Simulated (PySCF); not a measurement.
**UHF on Mn (manganese, neutral)**

Configuration: [Ar] 3d5 4s1 4p1, high-spin 8P determinant (an excited configuration). Computed with PySCF 2.14 in aug-cc-pVDZ-DK, with scalar relativity by spin-free X2C-1e.

| Property | Result |
| --- | --- |
| Total energy | -1157.340628 hartree |
| One-electron energy | -1594.0352 hartree |
| Hartree (Coulomb) energy | 488.2399 hartree |
| Exchange energy | -51.5454 hartree |
| ⟨S²⟩ | 15.7502 |
| ⟨L²⟩ | 2.031 |
| Sum of ⟨r⟩ | 22.19 bohr |
| Sum of ⟨r²⟩ | 46.83 bohr² |
| Traceless quadrupole moment −½Σ⟨3z² − r²⟩ along its main axis | -8.54 e·bohr² |
| Langevin diamagnetic susceptibility | -37.1 ×10⁻⁶ cm³/mol |

| shell | electrons | mean orbital energy (hartree) | spread (hartree) | rms radius, mean of both spins (bohr) |
| --- | --- | --- | --- | --- |
| 1s α | 1 | -242.52274 | 0 | 0.0703 |
| 1s β | 1 | -242.51647 | 0 | 0.0703 |
| 2s α | 1 | -29.63485 | 0 | 0.302 |
| 2s β | 1 | -29.50005 | 0 | 0.302 |
| 2p α | 3 | -24.99118 | 0.00082 | 0.273 |
| 2p β | 3 | -24.85787 | 0.00253 | 0.273 |
| 3s α | 1 | -4.12929 | 0 | 0.916 |
| 3s β | 1 | -3.71241 | 0 | 0.916 |
| 3p α | 3 | -2.78053 | 0.00073 | 0.987 |
| 3p β | 3 | -2.28280 | 0.01103 | 0.987 |
| 3d α | 5 | -0.67035 | 0.00711 | 1.30 |
| 4s α | 1 | -0.35455 | 0 | 3.34 |
| 4p α | 1 | -0.18688 | 0 | 4.37 |

Densities and radii are taken from the X2C orbitals without a picture-change correction, which distorts them close to the nucleus.

Spin-orbit constants ζ (cm⁻¹) from the X2C one-electron operator on these orbitals: bare nucleus, nucleus screened by l(l+1)(2l+1)/3 electrons, and screened by the Breit-Pauli mean field of the electrons.

```tsv
shell	bare	screened nucleus	mean field
2p	59370	54620	52480
3p	7031	6468	6172
3d	602.2	361.3	321.8
4p	269.0	247.5	234.0
```

To first order the Landé constant is A = 33.43 cm⁻¹, so the lowest level has J = 5/2 and lies 0.0187 eV below the centre of the term. This holds in LS coupling only.
